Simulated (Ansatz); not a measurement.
The cluster Cd₄O₄⁻, relaxed as a doublet with UKS PBE-D4/def2-SVPD in Ansatz, starting from the GFN1-xTB geometry. Force threshold 0.02 eV/Å.

In the def2 sets Cd takes a core potential; there is no spin–orbit coupling. The structure holds one bond between oxygen atoms, so isomers without such links may lie far lower. The structure comes from a short search, and lower isomers may exist.

Start:

```xyz
8

Cd    1.0618   -0.0413   -1.7924
Cd   -0.7524    0.5341    1.5879
Cd   -0.9536   -1.9765   -0.6529
Cd   -0.4067    2.3289   -0.4948
O    -0.7203   -2.6561   -2.4129
O     1.5369    1.0761    1.8112
O    -1.8070   -1.0752    1.1244
O     2.0414    1.8101    0.8296
```

```csv
step,energy (eV),largest force component (eV/Å),SCF passes
1,-26430.0416,1.606,60
2,-26430.4685,1.023,44
3,-26430.7390,0.604,38
4,-26430.9602,0.462,37
5,-26430.9634,0.962,38
6,-26431.0412,0.514,37
7,-26431.1020,0.326,40
8,-26431.1331,0.183,37
9,-26431.1860,0.309,44
10,-26431.2438,0.607,57
11 (rejected),-26431.2139,0.594,43
12,-26431.2787,0.211,43
13 (rejected),-26431.2731,0.194,38
14,-26431.2875,0.073,38
15,-26431.2905,0.044,36
16,-26431.2915,0.083,36
17,-26431.2928,0.022,32
18,-26431.2932,0.013,34
```

Force components are those of the run's own axes.

End:

Cartesian coordinates in Å:
```
Cd 0.505 -0.239 -2.732
Cd -1.014 0.600 1.408
Cd -1.066 -1.868 -0.454
Cd 0.358 1.780 -0.714
O -0.446 -2.136 -2.339
O 1.339 1.394 2.206
O -1.635 -1.444 1.436
O 1.959 1.914 1.188
```

Bonds formed: Cd1–O5, Cd4–O8 (atoms count from 1).

No frequencies were taken in this run, so the end may be a saddle point.

Hardware: 4 threads of Arm Neoverse N1 on a shared host. Wall time 4 min.
